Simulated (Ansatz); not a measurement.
Na2Br3, relaxed as a doublet with UKS PBE0-D4/def2-SVP in Ansatz, starting from the GFN1-xTB geometry. Force threshold 0.02 eV/Å.

The relaxation made no stability test and no search for a lower SCF solution. The structure comes from a short search, and lower isomers may exist.

Start:

Cartesian coordinates in Å:
```
Na 1.524 0.974 -1.701
Na -1.333 -0.092 0.641
Br 1.892 -1.466 -1.001
Br -0.683 2.026 -0.746
Br -1.401 -1.442 2.807
```

```csv
step,energy (eV),largest force component (eV/Å),SCF passes
1,-218917.8136,0.558,35
2,-218917.9601,0.320,48
3,-218918.0764,0.254,41
4,-218918.1942,0.289,40
5,-218918.3203,0.246,37
6,-218918.4770,0.334,32
7,-218918.6507,0.323,28
8,-218918.7537,0.133,23
9,-218918.7796,0.088,23
10,-218918.7935,0.075,22
11,-218918.8040,0.114,21
12,-218918.8284,0.133,20
13,-218918.8504,0.099,22
14,-218918.8787,0.142,22
15,-218918.9241,0.139,22
16,-218918.9600,0.113,22
17,-218918.9667,0.221,21
18,-218918.9792,0.009,23
```

Force components are those of the run's own axes.

End:

Cartesian coordinates in Å:
```
Na 1.458 0.758 -0.209
Na -1.650 -0.171 -0.063
Br 0.547 -1.952 -0.693
Br -0.692 2.149 -0.995
Br 0.336 -0.785 1.960
```

Bonds formed: Na1–Br5, Na2–Br3 (atoms count from 1). Metal–metal contacts that move far: Na1–Na2 3.85 to 3.25 Å. The end is the same structure that another start reached, the lowest one found.

No frequencies were taken in this run, so the end may be a saddle point.

Run time 54 s (4 threads of Intel Xeon Platinum 8488C on a shared host), peak host memory 0.62 GiB.
